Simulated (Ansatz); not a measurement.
`[F][Ti]([F])([Br])[Br]`. Charge 0, multiplicity 1. Correlated methods include outer-core shells of Br, Ti, which these sets cover unevenly. Scalar relativity is left out up to krypton.

```xyz
5

F    -1.544   -0.945   -0.132
Ti   -0.022   -0.119   -0.061
F     1.175   -1.048   -0.901
Br   -0.226    1.969   -1.064
Br    0.616    0.143    2.158
```

Give the diagnostics of a CCSD(T)/def2-TZVPP run (frozen core, the Gaussian-basis code of Ansatz). (An estimate is asked.)

The calculation gave: T1 = 0.0210, largest single amplitude 0.065, largest double 0.037, (T) share of the correlation energy 4.5 %, 13 CCSD cycles. The RHF solution is stable towards an unrestricted one. T1 lies over the customary mark of 0.02 for closed shells; compounds of d metals often pass it without a breakdown.
